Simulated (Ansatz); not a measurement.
Born–Oppenheimer molecular dynamics of C$_{3}$H$_{12}$N$_{2}$O$_{2}$Si (20 atoms, charge 0, multiplicity 1). It starts from a relaxed structure.

These are results of RHF/6-31G* in Ansatz, not measurements.

| Property | Result |
| --- | --- |
| ensemble | NVE (velocity Verlet) |
| time step | 1 fs |
| steps asked | 150 |
| starting velocities drawn for | 300 K |
| seed | 744441 |

First frame:

```xyz
20
Properties=species:S:1:pos:R:3
Si 0.062 -0.179 0.122
N -0.073 0.391 1.718
H -0.818 0.983 2.013
H 0.562 0.157 2.447
N 1.668 -0.088 -0.446
C 2.343 -1.107 -1.221
H 1.757 -2.014 -1.248
H 2.518 -0.779 -2.246
H 3.312 -1.341 -0.784
C 2.421 1.143 -0.342
H 2.595 1.592 -1.319
H 1.893 1.865 0.269
H 3.392 0.966 0.117
O -1.036 0.772 -0.659
H -1.180 0.592 -1.577
O -0.344 -1.753 -0.100
C -1.536 -2.335 0.346
H -1.643 -2.233 1.421
H -2.400 -1.882 -0.132
H -1.515 -3.388 0.096
```

Problem. What does the run give?

Solution. The run went to its last step.

```yaml
steps_done: 150
time_covered: 150 fs
mean_temperature_over_the_second_half: 151 K
spread_of_the_potential_energy_over_the_second_half: 3.0 meV per atom
mean_potential_energy_of_the_second_half_above_the_start: 18.2 meV per atom
```

The conserved energy stayed within 1.4 meV per atom of its start (net change 0.29 meV per atom), so the integration is sound. The temperature averaged 0.50 of the 300 K drawn at the start: a run that starts near a minimum puts about half its kinetic energy into the potential. A run of 0.15 ps of so small a system gives no equilibrium averages.

Problem. What happens to the structure?

Solution. The same pairs are bonded in the first frame and the last. Pairs count as bonded within 1.25 times the sum of covalent radii (0.12 Å more for H–H). Another seed would give other details.

Problem. How do temperature and energy run in time?

Solution. 
```csv
time (fs),T (K),potential energy less start (eV),conserved less start (meV/atom)
0.0,300,0.000,0.00
7.0,129,0.420,1.03
14.0,164,0.337,1.07
21.0,126,0.421,0.86
28.0,131,0.412,1.01
35.0,188,0.265,0.26
42.0,148,0.371,0.84
49.0,170,0.326,1.19
56.0,145,0.376,0.75
63.0,169,0.315,0.50
70.0,143,0.381,0.79
77.0,149,0.372,0.99
84.0,138,0.398,1.04
91.0,175,0.307,0.78
98.0,172,0.305,0.30
105.0,138,0.395,0.87
112.0,129,0.422,1.16
119.0,137,0.389,0.54
126.0,139,0.390,0.71
133.0,162,0.333,0.60
140.0,163,0.338,1.03
147.0,118,0.447,1.20
```

The run took 6.5 min on 4 threads of Arm Neoverse V1, on a shared host, peak memory 0.46 GiB.
